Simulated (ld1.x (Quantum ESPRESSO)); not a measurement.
**Ranking RRKJ potentials for Mg (Z = 12)**

All share these settings but for the change named:

- Element: magnesium (Mg)
- Generator: ld1.x (Quantum ESPRESSO) 7.5
- Type: norm-conserving RRKJ (Kleinman–Bylander form)
- Functional: PBEsol
- Relativity: scalar-relativistic
- Frozen core: [He]
- Valence charge: 10
- Reference configuration: 2s2 2p6 3s2 3p0
- Partial waves: 2s (bound): rc 0.80 bohr; 3d channel at 0.25 Ry: rc 0.60 bohr; 2p (bound): rc 0.75 bohr
- Local potential: the p channel
- Core correction: none

Occupied shells without a wave of their own: 3s. They enter only through the test configuration that unscreens the potential.

Test errors are all-electron minus pseudo excitation energies from the reference, over 2s2 2p6 3s1 3p0; 2s2 2p6 3s0 3p0; 2s2 2p6 3s1.5 3p0; 2s2 2p6 3s0 3p1; 2s1 2p6 3s2 3p0; 2s2 2p6 3s0 3p2; 2s2 2p5 3s2 3p0. None of these files shows a bound ghost.

The base gives 28.9 meV.

Of 9 variants that were run, those that failed, showed a ghost or another fault, or gave nearly equal values are left out.

(1) Rank these variants by their largest absolute test error, smallest first.
A. all radii scaled by about 1.32 (s 1.06, p 0.98, d 0.80 bohr)
B. all radii scaled by about 1.26 (s 1.00, p 0.94, d 0.76 bohr)
C. all radii scaled by about 1.09 (s 0.86, p 0.82, d 0.66 bohr)
D. all radii scaled by about 1.40 (s 1.12, p 1.06, d 0.84 bohr)
E. all radii scaled by about 1.17 (s 0.94, p 0.88, d 0.70 bohr)

## Answers

(1) C (56.4 meV), E (101.9 meV), B (158.7 meV), A (215.9 meV), D (302.0 meV).
